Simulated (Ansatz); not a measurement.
Gas-phase electronic energies from Ansatz, PBE0-D4/def2-TZVP geometries. CCSD(T)/CBS adds triple-zeta CCSD(T) − MP2 to the extrapolated MP2 energy (def2 sets, frozen cores). DFT in def2-TZVPP. Elements past krypton have def2 core potentials. For Te outer-core shells are correlated without core-valence functions, which leaves a few kJ/mol of doubt a bond. One conformer a species, not always the lowest.

Consider the redistribution: `F[SiH2][TeH]` + `OBC(F)[SiH3]` → `O[SiH](F)[TeH]` + `BC(F)[SiH3]`.

```tsv
species	ωB97M-V energy (Eh)
`F[SiH2][TeH]`	-659.21275
`OBC(F)[SiH3]`	-531.15982
`O[SiH](F)[TeH]`	-734.52016
`BC(F)[SiH3]`	-455.84240
```

(1) Work out ΔE.

Largest T1 diagnostic among the species: 0.013.

Answers

(1) ΔE = (-734.52016) + (-455.84240) − (-659.21275) − (-531.15982) = 0.01001 Eh = +6.3 kcal/mol. CCSD(T)/CBS gives +6.1 kcal/mol.
